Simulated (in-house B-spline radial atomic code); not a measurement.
RPA and G0W0 for Xe IV (Xe3+), [Kr] 4d10 5s2 5p3, highest spin, as one setting changes: the radius of a hard wall (bohr). Start: Hartree-Fock. A dash marks a level of low quasi-particle weight. Computed with a B-spline radial code for spherical atoms: all electrons, scalar-relativistic (spin-free one-electron X2C), finite nucleus, each spin shell either full or empty, empty states to l = 9 with an (l + 1/2)⁻⁴ tail; G0W0 by contour deformation at full frequency.

Spin-orbit coupling, left out, splits p levels strongly here.

```json
{"radius of a hard wall (bohr)": "2", "mean-field level (eV)": "23.357", "G0W0 level (eV)": "5p up 22.032", "RPA correlation (Eh)": "-3.9421"}
{"radius of a hard wall (bohr)": "2.5", "mean-field level (eV)": "-20.096", "G0W0 level (eV)": "5p up -21.208", "RPA correlation (Eh)": "-3.8491"}
{"radius of a hard wall (bohr)": "3", "mean-field level (eV)": "-34.70", "G0W0 level (eV)": "5p up -35.68", "RPA correlation (Eh)": "-3.8033"}
{"radius of a hard wall (bohr)": "3.5", "mean-field level (eV)": "-40.13", "G0W0 level (eV)": "5p up -41.02", "RPA correlation (Eh)": "-3.78"}
{"radius of a hard wall (bohr)": "4", "mean-field level (eV)": "-42.21", "G0W0 level (eV)": "5p up -43.03", "RPA correlation (Eh)": "-3.7691"}
{"radius of a hard wall (bohr)": "5", "mean-field level (eV)": "?", "G0W0 level (eV)": "?", "RPA correlation (Eh)": "?"}
{"radius of a hard wall (bohr)": "6", "mean-field level (eV)": "-43.38", "G0W0 level (eV)": "5p up -44.10", "RPA correlation (Eh)": "-3.7609"}
{"radius of a hard wall (bohr)": "8", "mean-field level (eV)": "?", "G0W0 level (eV)": "?", "RPA correlation (Eh)": "?"}
{"radius of a hard wall (bohr)": "12", "mean-field level (eV)": "-43.39", "G0W0 level (eV)": "5p up -44.11", "RPA correlation (Eh)": "-3.7591"}
```

Task: What belongs in the row for 8?

Result: mean-field level (eV): -43.39; G0W0 level (eV): 5p up -44.11; RPA correlation (Eh): -3.76.

Task: What belongs in the row for 5?

Result: mean-field level (eV): -43.26; G0W0 level (eV): 5p up -44.00; RPA correlation (Eh): -3.7623.
